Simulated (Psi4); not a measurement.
CS2, triplet, geometry from GFN2-xTB (a higher spin typed on purpose: for a closed-shell molecule this is an excited state); TPSS/cc-pVQZ (Psi4).

Psi4 was given this input:
```
memory 2 GB

molecule mol {
0 3
  S    -1.458793    0.087197    0.139066
  C    -0.017193   -0.124188   -0.584844
  S     1.465240   -0.040627    0.080250
}

set basis cc-pvqz
set reference uks

energy('tpss')
print_variables()
```

Q: What does Psi4 print? Leave out banner, timings and long lists.

A: 
```
   => Loading Basis Set <=

    Name: CC-PVQZ
    Role: ORBITAL
    Keyword: BASIS

         ---------------------------------------------------------
                                   SCF
               by Justin Turney, Rob Parrish, Andy Simmonett
                          and Daniel G. A. Smith
                              UKS Reference
         ---------------------------------------------------------

  ==> Geometry <==

    Molecular point group: cs
    Full point group: Cs

    Geometry (in Angstrom), charge = 0, multiplicity = 3:

       Center              X                  Y                   Z               Mass
    ------------   -----------------  -----------------  -----------------  -----------------
         S           -0.154289997987     1.459874112961     0.000000000000    31.972071174400
         C            0.597800834866     0.017203240772     0.000000000000    12.000000000000
         S           -0.070081140788    -1.466330963634     0.000000000000    31.972071174400

  Running in cs symmetry.

  Rotational constants: A =      3.30711  B =      0.12305  C =      0.11864 [cm^-1]
  Rotational constants: A =  99144.78899  B =   3688.98930  C =   3556.65300 [MHz]
  Nuclear repulsion =  108.725776334716173

  Charge       = 0
  Multiplicity = 3
  Electrons    = 38
  Nalpha       = 20
  Nbeta        = 18

  ==> Algorithm <==

  SCF Algorithm Type is DF.
  DIIS enabled.
  MOM disabled.
  Fractional occupation disabled.
  Guess Type is SAD.
  Energy threshold   = 1.00e-06
  Density threshold  = 1.00e-06
  Integral threshold = 1.00e-12

  ==> Primary Basis <==

  Basis Set: CC-PVQZ
    Blend: CC-PVQZ
    Number of shells: 49
    Number of basis functions: 173
    Number of Cartesian functions: 218
    Spherical Harmonics?: true
    Max angular momentum: 4

  ==> DFT Potential <==

   => LibXC <=

    Version 7.1.2
    S. Lehtola, C. Steigemann, M. J. T. Oliveira, and M. A. L. Marques,  SoftwareX 7, 1–5 (2018) (10.1016/j.softx.2017.11.002)

   => Composite Functional: TPSS <=

    TPSS Meta-GGA XC Functional

    J. Tao, et al., Phys. Rev. Lett., 91, 146401, 2003

    Deriv               =              1
    GGA                 =           TRUE
    Meta                =           TRUE

    Exchange Hybrid     =          FALSE
    MP2 Hybrid          =          FALSE

   => Exchange Functionals <=

    1.0000   XC_MGGA_X_TPSS

   => Correlation Functionals <=

    1.0000   XC_MGGA_C_TPSS

   => LibXC Density Thresholds  <==

[...]
      Ntotal   =   38.0000022024 ; deviation = 2.202e-06

   @Spin Contamination Metric:   7.741034331E-03
   @S^2 Expected:                2.000000000E+00
   @S^2 Observed:                2.007741034E+00
   @S   Expected:                1.000000000E+00
   @S   Observed:                1.000000000E+00

    Orbital Energies [Eh]
    ---------------------

    Alpha Occupied:

[...]
    Alpha Virtual:

[...]
    Beta Occupied:

[...]
    Beta Virtual:

[...]
    Final Occupation by Irrep:
             Ap   App
    DOCC [    14,    4 ]
    SOCC [     2,    0 ]
    NA   [    16,    4 ]
    NB   [    14,    4 ]

  @DF-UKS Final Energy:  -834.50972210782720

   => Energetics <=

    Nuclear Repulsion Energy =            108.7257763347161728
    One-Electron Energy =               -1366.4939842144422073
    Two-Electron Energy =                 480.0042992662284860
    DFT Exchange-Correlation Energy =     -56.7458134943295320
    Empirical Dispersion Energy =           0.0000000000000000
    VV10 Nonlocal Energy =                  0.0000000000000000
    Total Energy =                       -834.5097221078272014

  UHF NO Occupations:
  HONO-2 :   14 Ap 1.9985462
  HONO-1 :   15 Ap 1.0000000
  HONO-0 :   16 Ap 1.0000000
  LUNO+0 :   17 Ap 0.0014538
  LUNO+1 :   18 Ap 0.0009844
  LUNO+2 :   19 Ap 0.0009185
  LUNO+3 :    5App 0.0001988

Computation Completed

Properties will be evaluated at   0.000000,   0.000000,   0.000000 [a0]

Properties computed using the SCF density matrix

 Multipole Moments:

 ------------------------------------------------------------------------------------
     Multipole            Electronic (a.u.)      Nuclear  (a.u.)        Total (a.u.)
 ------------------------------------------------------------------------------------

 L = 1.  Multiply by 2.5417464519 to convert [e a0] to [Debye]
 Dipole X            :         -0.1613424           -0.0059209           -0.1672633
 Dipole Y            :         -0.0045544           -0.0001704           -0.0047248
 Dipole Z            :          0.0000000            0.0000000            0.0000000
 Magnitude           :                                                    0.1673300

 ------------------------------------------------------------------------------------

  Variable Map:
  ----------------------------------------------------------------------------
[...]
  Array Variable Map:
  ----------------------------------------------------------------------------
[...]
[...]
```
